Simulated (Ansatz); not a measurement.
Ideal-gas functions of ClFH₂NSi, SMILES `N[Si](F)Cl` radical at 600 K and 1 bar, from an Ansatz frequency run at PBE0-D4/def2-TZVP.

Molar mass 98.56 g/mol, point group C1 (symmetry number 1), electronic degeneracy 2, moments of inertia 71.824, 148.27, 205.284 u Å². Harmonic wavenumbers (cm⁻¹, unscaled): 129, 208, 290, 349, 395, 529, 784, 858, 920, 1568, 3593, 3694.

Use S(trans) = R[1.5 ln M + 2.5 ln T − 1.1517]; rotational temperatures θ = 24.2544 K / I; S(rot) = R[ln(√π/σ · √(T³/θAθBθC)) + 1.5]; for each mode x = 1.438777 ν̃/T, S = R[x/(eˣ − 1) − ln(1 − e⁻ˣ)] and H = RT x/(eˣ − 1); 1 cm⁻¹ = 0.0119627 kJ/mol; R = 8.31446 J/(mol·K).

Question: By hand: the entropy, in J/(mol·K).

Answer: Translation 180.6. Rotation: θ = 0.3377, 0.1636, 0.1182 K, giving 117.9. Vibration, mode by mode: 18.10, 14.18, 11.50, 10.03, 9.07, 6.87, 4.19, 3.64, 3.24, 0.94, 0.01, 0.01, in all 81.8. Electronic 5.8. Sum 386.1 J/(mol·K).

Question: By hand: H − E and G − E in kJ/mol, counted from the electronic energy.

Answer: Zero-point energy ½ × 13317 × 0.0119627 = 79.7; thermal vibration 25.2; translation, rotation and pV give 4 RT = 20.0. H − E = 124.9 kJ/mol, and G − E = 124.9 − 600 × 386.1/1000 = -106.8 kJ/mol.

Vibration gives 21 % of the entropy, 18.1 J/(mol·K) of it from the mode under 150 cm⁻¹: soft modes count most, and the harmonic formula is weakest for them. The sum counts one conformer and one mirror image; others add a mixing term.
